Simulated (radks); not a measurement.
Neutral gold, 79 electrons, occupied as [Xe] 4f14 5d10 6s1 (the NIST ground configuration). Method: Dirac Kohn-Sham, BP86, spin-unpolarised, spherical densities, finite nucleus; Fermi nuclear charge, rms radius 5.4371 fm; computed with a radial shooting solver on a logarithmic mesh with Libxc functionals.

Normalised radial functions P(r) = r R(r) (large component), r in bohr:

```
   r/bohr * 4f5/2, o 5d5/2 (the largest magnitude, 1.43, reaches the edge; | marks zero, & curves that meet)
 0.002685                             &
 0.003697                             &
 0.005091                             &
 0.007011                             &
 0.009733                             &
   0.0134                             &
  0.01846                             &
  0.02542                             *o
  0.03501                             *o
  0.04821                             |*o
  0.06639                             | * o
  0.09143                             |   *o
   0.1259                             |    o  *
   0.1734                             | o           *
   0.2388                         o   |                     *
   0.3288                      o      |                          *
   0.4528                        o    |                         *
   0.6236                             |  o                *
   0.8588                             |           &
    1.183                             |    *          o
    1.642                             |*            o
    2.261                             *         o
    3.114                             *    o
    4.288                             * o
    5.905                             *o
    8.132                             &
     11.2                             &
    15.42                             &
```

4f5/2: eigenvalue -83.234 eV, 0 radial nodes, <r> = 0.495 bohr, 90 % of the charge inside 0.796 bohr. 5d5/2: eigenvalue -6.450 eV, 2 radial nodes at r = 0.195, 0.566 bohr, <r> = 1.66 bohr, 90 % of the charge inside 2.65 bohr.
